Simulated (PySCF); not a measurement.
**Removal energies of Ta⁵⁵⁺ from EOM-IP-GCCSD**

Reference: closed-shell Ta⁵⁵⁺, [Ar]; one electron is removed. Calculated with PySCF 2.14, two-component X2C-1e with screened spin-orbit coupling, an even-tempered Gaussian basis (17 s from 5.5 bohr⁻², ratio 2.6; 14 p from 7.2 bohr⁻², ratio 2.6; 5 d from 7.3 bohr⁻², ratio 2.8; 3 f from 110 bohr⁻², ratio 2.8); frozen [Ne]; the 60 highest virtual spinors dropped; of the others 50 kept and the rest restored at second order. No Breit or QED terms. Binding energies in eV.

```csv
level,Koopmans,second order,EOM-CCSD
3s1/2,6081.5,6080.7,6062.5
3p1/2,5871.5,5871.2,5871.2
```

In EOM-CCSD the overlap with the one-orbital guess is low for 3s1/2 (weight 0.79). That can mean mixing with two-hole, one-particle states, where second order and EOM-CCSD lose accuracy, or only a rotation among the degenerate components of the shell; the terms of those configurations are not listed.

For comparison, the ionisation energy of Ta⁵⁵⁺ is 5537 ± 5 eV (theoretical estimate listed by NIST; NIST Atomic Spectra Database, ionization energies).

Only part of the computed levels is shown.
